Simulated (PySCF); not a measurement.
CNO, charge -1, multiplicity 1. Atoms are numbered in the order given.

```xyz
3

N      0.0000     0.0000    -1.2579
C      0.0000     0.0000    -0.0718
O      0.0000     0.0000     1.1545
```
Charge -1, spin multiplicity 1.

Geometry: B3LYP-D3(BJ)/def2-TZVPD. The spin state was assumed, not searched. The isomer is the one that the SMILES or the coordinates give; other isomers of the formula were not compared.

All values below come from PySCF with r2SCAN/def2-TZVPD.

Mulliken values depend strongly on the basis, most of all with diffuse functions as here. ESP charges are fitted to the potential on shells at 1.4 to 2.0 van der Waals radii. Atomic charges (e):

```tsv
atom	Mulliken	ESP fit	IAO
N1	-0.57	-0.94	-0.69
C2	0.27	0.62	0.32
O3	-0.70	-0.68	-0.62
```
